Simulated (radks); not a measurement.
The phosphorus anion P3-, [Ar], held by a Watson sphere: a shell of charge +3 at radius R that stands for the Madelung well of a crystal (potential energy -3/R inside, -3/r outside, in hartree with lengths in bohr). Calculated with a radial shooting solver on a logarithmic mesh with Libxc functionals: non-relativistic Kohn-Sham, PBEsol, spin-polarised, spherical densities, point nucleus. Response by self-consistent Sternheimer equations with the Hartree and adiabatic LDA kernel. The sphere does not respond.

[
 {"R (bohr)": "2.13", "e(2p) (eV)": "-120.73", "e(3s) (eV)": "-16.100", "e(3p) (eV)": "-7.863", "<r> 3p (bohr)": "2.291", "sum of <r^2> (bohr^2)": "47.99", "X-ray form factor at sin(theta)/lambda = 0.3 1/angstrom": "8.455", "alpha (bohr^3)": "30.71"},
 {"R (bohr)": "2.47", "e(2p) (eV)": "-120.61", "e(3s) (eV)": "-14.917", "e(3p) (eV)": "-7.148", "<r> 3p (bohr)": "2.431", "sum of <r^2> (bohr^2)": "53.39", "X-ray form factor at sin(theta)/lambda = 0.3 1/angstrom": "8.433", "alpha (bohr^3)": "38.98"},
 {"R (bohr)": "2.88", "e(2p) (eV)": "-120.65", "e(3s) (eV)": "-13.690", "e(3p) (eV)": "-6.301", "<r> 3p (bohr)": "2.596", "sum of <r^2> (bohr^2)": "60.16", "X-ray form factor at sin(theta)/lambda = 0.3 1/angstrom": "8.456", "alpha (bohr^3)": "52.45"},
 {"R (bohr)": "3.1", "e(2p) (eV)": "-120.66", "e(3s) (eV)": "-13.125", "e(3p) (eV)": "-5.873", "<r> 3p (bohr)": "2.683", "sum of <r^2> (bohr^2)": "63.89", "X-ray form factor at sin(theta)/lambda = 0.3 1/angstrom": "8.477", "alpha (bohr^3)": "61.60"},
 {"R (bohr)": "3.37", "e(2p) (eV)": "-120.64", "e(3s) (eV)": "-12.515", "e(3p) (eV)": "-5.381", "<r> 3p (bohr)": "2.788", "sum of <r^2> (bohr^2)": "68.55", "X-ray form factor at sin(theta)/lambda = 0.3 1/angstrom": "8.502", "alpha (bohr^3)": "75.07"},
 {"R (bohr)": "3.38", "e(2p) (eV)": "-120.64", "e(3s) (eV)": "-12.494", "e(3p) (eV)": "-5.364", "<r> 3p (bohr)": "2.792", "sum of <r^2> (bohr^2)": "68.72", "X-ray form factor at sin(theta)/lambda = 0.3 1/angstrom": "8.502", "alpha (bohr^3)": "75.62"},
 {"R (bohr)": "4.12", "e(2p) (eV)": "-120.48", "e(3s) (eV)": "-11.244", "e(3p) (eV)": "-4.238", "<r> 3p (bohr)": "3.071", "sum of <r^2> (bohr^2)": "82.21", "X-ray form factor at sin(theta)/lambda = 0.3 1/angstrom": "8.546", "alpha (bohr^3)": "129.2"},
 {"R (bohr)": "4.55", "e(2p) (eV)": "-120.35", "e(3s) (eV)": "-10.742", "e(3p) (eV)": "-3.724", "<r> 3p (bohr)": "3.230", "sum of <r^2> (bohr^2)": "90.66", "X-ray form factor at sin(theta)/lambda = 0.3 1/angstrom": "8.556", "alpha (bohr^3)": "174.7"}
]
